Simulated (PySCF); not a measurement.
In(Br)2(NH2) (Br2H2InN), SMILES [NH2][In]([Br])[Br]. Geometry: PBE-D3(BJ)/def2-SVP. The structure was generated by enumeration; whether it is a known compound was not checked. The def2 effective core potentials stand for the cores of In; spin–orbit coupling is left out. The values are those of a single conformer.

Give the equilibrium geometry at PBE-D3(BJ)/def2-SVP (PySCF confirms it by a frequency run) as a Z-matrix, and its point group. (An estimate is asked for; the answer gives what the named calculation found.)

One answer among several that fit: point group Cs.
```
In
N 1 2.0515
H 2 1.0292 1 111.93
H 2 1.0292 3 107.79 1 -123.50
Br 1 2.4961 2 120.67 3 34.31
Br 1 2.4961 2 120.67 3 -155.45
```
